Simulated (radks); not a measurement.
Results of a calculation; reference values are marked as such.
Coulomb parameter of the 5d shell of the mercury ion Hg3+ in the model configuration [Xe] 4f14 5d8 6p1, as a second difference U = [E(n + 0.25) + E(n - 0.25) - 2 E(n)] / (0.25)^2 with all orbitals relaxed. "Bare": the charge of the atom changes with n. "Screened": the 6p shell takes up the change at fixed total charge, which measures U(5d,5d) + U(6p,6p) - 2 U(5d,6p). Code: a radial shooting solver on a logarithmic mesh with Libxc functionals. Model: Dirac Kohn-Sham, PBE, spin-unpolarised, spherical densities, finite nucleus; open shells are shared between the two j in proportion to 2j + 1; Fermi nuclear charge, rms radius 5.4648 fm.

case,configuration,E - E(n) (eV)
start,[Xe] 4f14 5d8 6p1,0.000
bare +0.25,[Xe] 4f14 5d8.25 6p1,-11.288
bare -0.25,[Xe] 4f14 5d7.75 6p1,12.186
screened +0.25,[Xe] 4f14 5d8.25 6p0.75,-5.108
screened -0.25,[Xe] 4f14 5d7.75 6p1.25,5.271

U(bare) = 14.358 eV, U(screened by 6p) = 2.598 eV.
